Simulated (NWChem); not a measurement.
System: C2H5BF2O; SMILES OB(CF)CF

```xyz
11

O     -0.0444     1.3542    -0.2436
B     -0.0322     0.0330    -0.0105
C     -1.3712    -0.8021    -0.0688
F     -2.4753    -0.0435    -0.3668
C      1.3676    -0.6485     0.3163
F      2.3557     0.3293     0.3246
H      0.8542     1.7098    -0.1702
H     -1.5362    -1.3177     0.8986
H     -1.2739    -1.6120    -0.8193
H      1.6367    -1.4139    -0.4346
H      1.3665    -1.1570     1.2976
```
Atoms are numbered in this order, from 1.

Level: PBE0/def2-SVP (NWChem), optimised geometry, unscaled harmonic frequencies. 

Task: List the harmonic frequencies with IR intensities, and the thermochemistry.

Result: 
```json
[
 {"frequency (cm⁻¹)": "70", "IR intensity (km/mol)": "1.7"},
 {"frequency (cm⁻¹)": "97", "IR intensity (km/mol)": "6.0"},
 {"frequency (cm⁻¹)": "163", "IR intensity (km/mol)": "5.3"},
 {"frequency (cm⁻¹)": "241", "IR intensity (km/mol)": "9.9"},
 {"frequency (cm⁻¹)": "336", "IR intensity (km/mol)": "0.3"},
 {"frequency (cm⁻¹)": "364", "IR intensity (km/mol)": "0.1"},
 {"frequency (cm⁻¹)": "576", "IR intensity (km/mol)": "31.2"},
 {"frequency (cm⁻¹)": "641", "IR intensity (km/mol)": "36.6"},
 {"frequency (cm⁻¹)": "789", "IR intensity (km/mol)": "7.9"},
 {"frequency (cm⁻¹)": "791", "IR intensity (km/mol)": "59.6"},
 {"frequency (cm⁻¹)": "936", "IR intensity (km/mol)": "16.2"},
 {"frequency (cm⁻¹)": "944", "IR intensity (km/mol)": "96.1"},
 {"frequency (cm⁻¹)": "1095", "IR intensity (km/mol)": "39.1"},
 {"frequency (cm⁻¹)": "1128", "IR intensity (km/mol)": "155.8"},
 {"frequency (cm⁻¹)": "1196", "IR intensity (km/mol)": "67.9"},
 {"frequency (cm⁻¹)": "1240", "IR intensity (km/mol)": "0.9"},
 {"frequency (cm⁻¹)": "1265", "IR intensity (km/mol)": "1.8"},
 {"frequency (cm⁻¹)": "1340", "IR intensity (km/mol)": "15.7"},
 {"frequency (cm⁻¹)": "1405", "IR intensity (km/mol)": "45.2"},
 {"frequency (cm⁻¹)": "1441", "IR intensity (km/mol)": "46.8"},
 {"frequency (cm⁻¹)": "1446", "IR intensity (km/mol)": "28.8"},
 {"frequency (cm⁻¹)": "1476", "IR intensity (km/mol)": "133.1"},
 {"frequency (cm⁻¹)": "3017", "IR intensity (km/mol)": "19.6"},
 {"frequency (cm⁻¹)": "3050", "IR intensity (km/mol)": "16.5"},
 {"frequency (cm⁻¹)": "3060", "IR intensity (km/mol)": "19.9"},
 {"frequency (cm⁻¹)": "3103", "IR intensity (km/mol)": "16.6"},
 {"frequency (cm⁻¹)": "3809", "IR intensity (km/mol)": "116.8"}
]
```

```yaml
zero_point_energy: 50.0 kcal/mol
thermal correction to the enthalpy at 298.15 K (with zero-point energy): 55.0 kcal/mol
heat capacity Cv: 22.5 cal/(mol K)
entropy at 298.15 K and 1 atm (symmetry number 1): 82.7 cal/(mol K)
dipole_moment: 2.64 D
```

Rigid rotor and harmonic oscillator; modes under 100 cm⁻¹ make the entropy uncertain.
